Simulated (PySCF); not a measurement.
**A small calculation by hand: entropy of an ideal gas**

C₂H₆N, SMILES [CH2]CN, multiplicity 2.

Geometry: PBE0-D3(BJ)/def2-TZVP. The isomer is the one that the SMILES or the coordinates give; other isomers of the formula were not compared. Other conformers were not sampled.

PySCF 2.14.0 with PBE0-D3(BJ)/def2-TZVP gives the harmonic wavenumbers 229, 277, 419, 510, 822, 852, 962, 1087, 1138, 1159, 1316, 1400, 1451, 1477, 1654, 2945, 2959, 3164, 3276, 3527, 3612 cm⁻¹ and the rotational temperatures 1.7834, 0.4625, 0.3982 K. The molar mass is 44.08 g/mol, the symmetry number 1, the spin multiplicity 2.

### Question
Work out the entropy at 298.15 K and 1 atm in the rigid-rotor, harmonic-oscillator model.

### Answer

Translation (Sackur–Tetrode at 1 atm): S = R[1.5 ln M + 2.5 ln T − 1.16487] = 156.0 J/(mol K).
Rotation: q = (√π/σ) T^1.5/√(θA θB θC) = 15900, S = R[ln q + 3/2] = 92.9 J/(mol K).
Vibration: with u = 1.4388 ν/T, each mode gives R[u/(e^u − 1) − ln(1 − e^−u)]:
```json
[
 {"ν (cm⁻¹)": "229", "modes": "1", "u": "1.11", "S (J/(mol K))": "7.89"},
 {"ν (cm⁻¹)": "277", "modes": "1", "u": "1.34", "S (J/(mol K))": "6.49"},
 {"ν (cm⁻¹)": "419", "modes": "1", "u": "2.02", "S (J/(mol K))": "3.75"},
 {"ν (cm⁻¹)": "510", "modes": "1", "u": "2.46", "S (J/(mol K))": "2.65"},
 {"ν (cm⁻¹)": "822", "modes": "1", "u": "3.97", "S (J/(mol K))": "0.80"},
 {"ν (cm⁻¹)": "852", "modes": "1", "u": "4.11", "S (J/(mol K))": "0.71"},
 {"ν (cm⁻¹)": "962", "modes": "1", "u": "4.64", "S (J/(mol K))": "0.46"},
 {"ν (cm⁻¹)": "1087", "modes": "1", "u": "5.25", "S (J/(mol K))": "0.28"},
 {"ν (cm⁻¹)": "1138", "modes": "1", "u": "5.49", "S (J/(mol K))": "0.22"},
 {"ν (cm⁻¹)": "1159", "modes": "1", "u": "5.59", "S (J/(mol K))": "0.20"},
 {"ν (cm⁻¹)": "1316", "modes": "1", "u": "6.35", "S (J/(mol K))": "0.11"},
 {"ν (cm⁻¹)": "1400", "modes": "1", "u": "6.76", "S (J/(mol K))": "0.08"},
 {"ν (cm⁻¹)": "1451", "modes": "1", "u": "7.00", "S (J/(mol K))": "0.06"},
 {"ν (cm⁻¹)": "1477", "modes": "1", "u": "7.13", "S (J/(mol K))": "0.05"},
 {"ν (cm⁻¹)": "1654", "modes": "1", "u": "7.98", "S (J/(mol K))": "0.03"}
]
```
The stiffer modes add less than 0.005 each. Sum 23.8 J/(mol K).
Spin: R ln 2 = 5.8 J/(mol K).
Total 278.4 J/(mol K); the program's own thermochemistry gives 278.4. Translation makes up 56 % and vibration 9 %. Anharmonicity, hindered rotation and orbital degeneracy are left out.
